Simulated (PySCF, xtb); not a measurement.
O₃Sn, SMILES [O]=[Sn]1[O][O]1.

xtb with GFN2-xTB at its own geometry gives an orbital gap of 3.36 eV and a dipole moment of 0.99 D.

Coordinates come from a B3LYP-D3(BJ)/def2-SVP optimisation. The def2 effective core potentials stand for the cores of Sn; spin–orbit coupling is left out.

Problem. What does PBE/def2-TZVPD in PySCF give? (An estimate is asked for; the answer gives what the named calculation found.)

Solution. gap 1.53 eV (levels -6.41 and -4.89 eV), dipole 0.56 D.
